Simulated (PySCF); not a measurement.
One of the candidates below gave these computed data.

All candidates are C9H14O.

| technique | computed result |
| --- | --- |
| NMR, other nuclei | isotropic shieldings of nuclei other than C and H, by class: 274 (1 O) ppm [GIAO PBE0/pcSseg-1] |
| Dipole | 1.30 D [PBE0/pcSseg-1] |
| 13C NMR | chemical shifts (computed TMS as zero) by class: 94.6 (1 C), 90.4 (1 C), 84.1 (1 C), 60.0 (1 C), 41.0 (1 C), 40.0 (1 C), 38.2 (1 C), 29.0 (1 C), 4.9 (1 C) ppm [GIAO PBE0/pcSseg-1] |
| Rotational structure | rotational constants A, B, C: 1.761, 0.910, 0.650 GHz [GFN2-xTB] |
| 1H NMR | chemical shifts (computed TMS as zero) by class: 3.78 (1 H), 3.61 (3 H), 2.41 (1 H), 2.11 (1 H), 2.08 (1 H), 1.98 (3 H), 1.84 (1 H), 1.67 (1 H), 1.58 (1 H), 1.48 (1 H) ppm [GIAO PBE0/pcSseg-1] |

The electronic properties come from PySCF, for the isolated species, density fitting. Levels stand in brackets. One conformer (not necessarily the lowest) at the GFN2-xTB geometry, without solvent, vibrations or thermal averaging. GFN2-xTB frequencies show an imaginary mode (35i cm⁻¹), so this geometry is no minimum at that level. NMR values are class means; diastereotopic atoms form classes of their own.

Task: Which candidate is it?
A. `C=CC(=C)/C=C\OC(C)C`
B. `C=C[C@@]12CC[C@@H](C1)[C@H]2OC`
C. `CC#C[C@@H]1CCC[C@H]1OC`

Result: C. It is `CC#C[C@@H]1CCC[C@H]1OC`. Numbering: `[CH3:1][C:2]#[C:3][C@@H:4]1[CH2:5][CH2:6][CH2:7][C@H:8]1[O:9][CH3:10]`. Its formula, C9H14O, gives 3 degrees of unsaturation: 1 ring and 2 π bonds in the structure found. 9 carbons fall into 9 classes; from least to most shielded: ring sp3 carbon bound to oxygen [C8] (94.6 ppm), alkyne carbon [C3] (90.4 ppm), alkyne carbon [C2] (84.1 ppm), methoxy carbon [C10] (60.0 ppm), propargylic carbon [C4] (41.0 ppm), ring CH2 carbon [C5] (40.0 ppm), ring CH2 carbon [C7] (38.2 ppm), ring CH2 carbon [C6] (29.0 ppm), propargylic carbon [C1] (4.9 ppm). Hydrogen classes from least to most shielded: 1 H on an sp3 carbon bound to oxygen, C8 (3.78 ppm), 3 H on a methoxy carbon, C10 (3.61 ppm, a mean of values up to 0.6 ppm apart in this geometry), 1 H on a propargylic carbon, C4 (2.41 ppm), 1 H on a ring CH2 carbon, C5 (2.11 ppm), 1 H on a ring CH2 carbon, C7 (2.08 ppm), 3 H on a propargylic carbon, C1 (1.98 ppm), 1 H on a ring CH2 carbon, C7 (1.84 ppm), 1 H on a ring CH2 carbon, C6 (1.67 ppm), 1 H on a ring CH2 carbon, C6 (1.58 ppm), 1 H on a ring CH2 carbon, C5 (1.48 ppm). The other shieldings belong to: 274 ppm, ether oxygen [O9]. The optimised geometry has point group C1 and is an asymmetric top.

The others, at the same levels:
- `C=CC(=C)/C=C\OC(C)C` fails: it has 8 carbon classes against 9; its computed 13C shifts are 153.1 (1 C), 152.8 (1 C), 150.3 (1 C), 118.0 (1 C), 116.4 (1 C), 114.6 (1 C), 79.0 (1 C), 25.0 (2 C) ppm, 1H shifts are 7.31 (1 H), 6.05 (1 H), 5.61 (1 H), 5.32 (1 H), 5.23 (1 H), 5.15 (1 H), 4.92 (1 H), 3.86 (1 H), 1.25 (6 H) ppm and rotational constant A is 2.285 GHz (against 1.761 GHz).
- `C=C[C@@]12CC[C@@H](C1)[C@H]2OC` fails: its computed 13C shifts are 148.6 (1 C), 121.2 (1 C), 95.0 (1 C), 60.0 (1 C), 59.7 (1 C), 43.7 (1 C), 35.5 (1 C), 34.4 (1 C), 27.9 (1 C) ppm, 1H shifts are 6.43 (1 H), 5.46 (1 H), 5.32 (1 H), 3.55 (3 H), 3.23 (1 H), 2.60 (1 H), 2.14 (1 H), 1.71 (1 H), 1.65 (1 H), 1.59 (1 H), 1.51 (1 H), 1.04 (1 H) ppm and smallest rotational constant is 0.973 GHz (against 0.650 GHz).

Each candidate is one conformer, not necessarily the lowest. The conformers computed, where there is a choice (atom-mapped SMILES and torsion angles):
- `[CH2:1]=[CH:2][C:3](=[CH2:4])/[CH:5]=[CH:6]\[O:7][CH:8]([CH3:9])[CH3:10]`: C1–C2–C3–C4 41°, C2–C3–C5–C6 11°, C5–C6–O7–C8 164°, C6–O7–C8–C9 161°

The conformers of `CC#C[C@@H]1CCC[C@H]1OC` and `C=C[C@@]12CC[C@@H](C1)[C@H]2OC` aren't listed.
